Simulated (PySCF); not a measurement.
## UHF on B (boron, neutral)

Configuration: [He] 2s2 2p1, 2P determinant. Computed with PySCF 2.14 in x2c-TZVPPall with one added diffuse shell each of s, p, d type (6s4p3d1f, 40 functions), with the spin-free X2C one-electron Hamiltonian (Gaussian nucleus).

| Item | Value |
| --- | --- |
| Total energy | -24.539118 hartree |
| One-electron energy | -32.3770 hartree |
| Hartree (Coulomb) energy | 11.6091 hartree |
| Exchange energy | -3.7712 hartree |
| ⟨S²⟩ | 0.7612 |
| ⟨L²⟩ | 2.030 |
| Sum of ⟨r⟩ | 6.799 bohr |
| Sum of ⟨r²⟩ | 15.78 bohr² |
| Traceless quadrupole moment −½Σ⟨3z² − r²⟩ along its main axis | -2.48 e·bohr² |
| Langevin diamagnetic susceptibility | -12.5 ×10⁻⁶ cm³/mol |

```tsv
shell	electrons	mean orbital energy (hartree)	rms radius, mean of both spins (bohr)
1s α	1	-7.70316	0.379
1s β	1	-7.68781	0.379
2s α	1	-0.54533	2.18
2s β	1	-0.44631	2.18
2p α	1	-0.31864	2.45
```

Spin-orbit constants ζ (cm⁻¹) from the X2C one-electron operator on these orbitals: bare nucleus, nucleus screened by l(l+1)(2l+1)/3 electrons, and screened by the Breit-Pauli mean field of the electrons.

| shell | bare | screened nucleus | mean field |
| --- | --- | --- | --- |
| 2p | 22.76 | 13.66 | 9.898 |

To first order the Landé constant is A = 9.898 cm⁻¹, so the lowest level has J = 1/2 and lies 0.00123 eV below the centre of the term.
